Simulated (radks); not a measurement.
The numbers below are computed, except where a source is named.
Coulomb parameter of the 4d shell of neutral niobium in the model configuration [Kr] 4d3.5 5s1.5, as a second difference U = [E(n + 0.5) + E(n - 0.5) - 2 E(n)] / (0.5)^2 with all orbitals relaxed. "Bare": the charge of the atom changes with n. "Screened": the 5s shell takes up the change at fixed total charge, which measures U(4d,4d) + U(5s,5s) - 2 U(4d,5s). Level of theory: scalar-relativistic Kohn-Sham, SCAN, spin-unpolarised, spherical densities, finite nucleus; meta-GGA in the generalised Kohn-Sham scheme; Fermi nuclear charge, rms radius 4.324 fm (a radial shooting solver on a logarithmic mesh with Libxc functionals).

case              configuration  E - E(n) (eV)
start          [Kr] 4d3.5 5s1.5          0.000
bare +0.5        [Kr] 4d4 5s1.5         -0.976
bare -0.5        [Kr] 4d3 5s1.5          2.862
screened +0.5      [Kr] 4d4 5s1          0.466
screened -0.5      [Kr] 4d3 5s2         -0.248

U(bare) = 7.544 eV, U(screened by 5s) = 0.875 eV, against the Slater integral F0(4d,4d) = 11.792 eV with frozen orbitals. The step up makes a negative ion, whose loosely bound charge lowers the bare value.
